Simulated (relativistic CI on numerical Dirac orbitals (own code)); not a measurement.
**One change at a time: O III**

Base calculation: Dirac-Coulomb-Breit CI, orbitals from a KLI potential per configuration, QED by a radiative potential, valence Slater integrals scaled by 0.85, P86 correlation energy added to each configuration.

CI space (outside the closed core 1s2): 2s2.2p2, 2s.2p3, 2p4, 2s2.2p.3s, 2s2.2p.3p, 2s2.2p.3d, 2s2.2p.4s, 2s2.2p.4p, 2s2.2p.4d, 2s2.2p.4f, 2p3.3s, 2s.2p2.3s, 2s2.3s2, 2s2.2p.5s, 2s2.2p.5p, 2s2.2p.5d, 2s2.2p.5f, 2s2.2p.5g, 2p3.3p, 2s2.3s.3p, 2s.2p2.3p, 2p3.3d, 2s2.3s.3d, 2s2.3p2, 2s.2p2.3d, 2s2.3p.3d, 2s2.3d2, 2s.2p2.4s, 2s.2p.3s2, 2s.2p2.4p, 2s.2p2.4d, 2s.2p2.4f. Levels of other configurations are missing.

Variants: (1) Slater integrals left unscaled; (2) no correlation estimate; (3) one mean potential for all configurations. Shifts of the energy above 2s2.2p2 3P_0, in cm⁻¹, for the lowest level and the first level of each name with at least 55 % of one term (blank where a level changes its place among those of its configuration and J or its character, or is not in the variant):

```
       Level      Base      Δ(1)     Δ(2)    Δ(3)  Measured
2s2.2p2 3P_0       0.0       0.0      0.0     0.0       0.0
2s2.2p2 3P_1     111.0      -1.3      0.0    +1.0     113.2
2s2.2p2 3P_2     298.7      -3.1     -0.2    +3.4          
2s2.2p2 1D_2   19669.9   +3320.3     +8.3   -59.9   20273.3
2s2.2p2 1S_0   38090.3   +4890.0    -50.6   -73.4   43185.7
2s.2p3 5S°_2   63323.9  -10177.8  -1013.1  -145.7   60324.8
2s.2p3 3D°_3  123877.2     +62.0  -1040.7    +3.0          
2s.2p3 3D°_2  123907.0     +61.6  -1040.7    +3.0          
2s.2p3 3D°_1  123914.8     +61.1  -1040.7    +3.1          
2s.2p3 3P°_2  143069.3   +3569.2  -1042.0  -182.7          
2s.2p3 3P°_1  143072.6   +3569.3  -1042.0  -183.0          
2s.2p3 3P°_0  143086.3   +3569.4  -1042.0  -183.2          
2s.2p3 1D°_2  189774.8  +11075.1  -1087.3  +115.0  187054.0
2s.2p3 3S°_1  196261.4  +12777.1  -1054.2  -115.7  197087.7
```

For a near-neutral ion this model can misplace configurations by up to about 10,000 cm⁻¹ (more where the count of f electrons changes) and terms by 10 to 25 % of their spread. Rates follow the energies as ν³ (E1, M1) or ν⁵ (E2), so they and the lifetimes can be off by large factors. The fine structure of a lone outer electron comes out too small, for d and f at times inverted, and misplaced configurations move strength between like terms. 32 of the 32 excited levels that our extract of the measured tables holds in this range could be paired (the sources list more); they are missed by 3332 cm⁻¹ on average and 12847 at most, and levels without a partner can miss by more. Some levels of the ground configuration have no partner and can miss by 10 % or more.

Measured levels: Moore, Selected Tables of Atomic Spectra, NSRDS-NBS 3, section 11.

Ionisation energy from the two ground configurations alone: base 55.39 eV; Slater integrals left unscaled 55.6 eV; no correlation estimate 54.32 eV. The NIST ASD value (semi-empirical) is 54.9355 eV.
